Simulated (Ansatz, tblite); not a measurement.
Isomers of Ba$_{6}$O$_{5}$ (singlet), found by a short tight-binding search and relaxed with PBE-D4/def2-SVP in Ansatz.

In the def2 sets Ba takes a core potential; there is no spin–orbit coupling. The xTB rows come from tblite.

A: The restricted singlet is unstable towards broken spin symmetry in Hartree–Fock (as tested in another run); at PBE-D4/def2-TZVP, r2SCAN-D4/def2-TZVP, PBE0-D4/def2-TZVP this wasn't settled.

Other spin states were run for one of them alone.

A:

```xyz
11

Ba    0.3783    1.3604   -2.7247
Ba    2.5845    1.5009    0.6925
Ba   -0.1546   -1.2105    2.3631
Ba   -2.1683   -1.3396   -0.7572
Ba    1.9485   -2.0592   -1.1736
Ba   -1.5880    1.9114    0.9464
O    -2.2105   -0.3610    1.4420
O     2.0767    0.3393   -1.3555
O     0.5757    1.0791    1.7965
O    -0.0042   -2.1712    0.0936
O    -1.4380    0.9503   -1.3231
```

B:

```xyz
11

Ba    0.844    0.457   -3.706
Ba    0.412   -3.295   -1.650
Ba    1.310    3.399   -0.326
Ba   -0.525   -2.512    2.667
Ba   -0.664    0.092   -0.160
Ba   -0.701    1.734    3.343
O     0.051   -2.373    0.436
O    -0.173   -1.215   -2.481
O    -1.250   -0.323    2.447
O     0.014    2.295    1.223
O     0.683    1.740   -1.794
```

Question: Estimate which lies lowest at each level, and how far above it the others are (kJ/mol).

Answer: 
```json
{"level": "GFN1-xTB", "A": "0.0", "B": "65.7"}
{"level": "GFN2-xTB", "A": "0.0", "B": "145.1"}
{"level": "PBE-D4/def2-TZVP", "A": "0.0", "B": "91.6"}
{"level": "r2SCAN-D4/def2-TZVP", "A": "0.0", "B": "97.9"}
{"level": "PBE0-D4/def2-TZVP", "A": "0.0", "B": "93.2"}
```
Point groups (tolerance 0.1 Å): A C3v, B Cs. Lower isomers may exist.
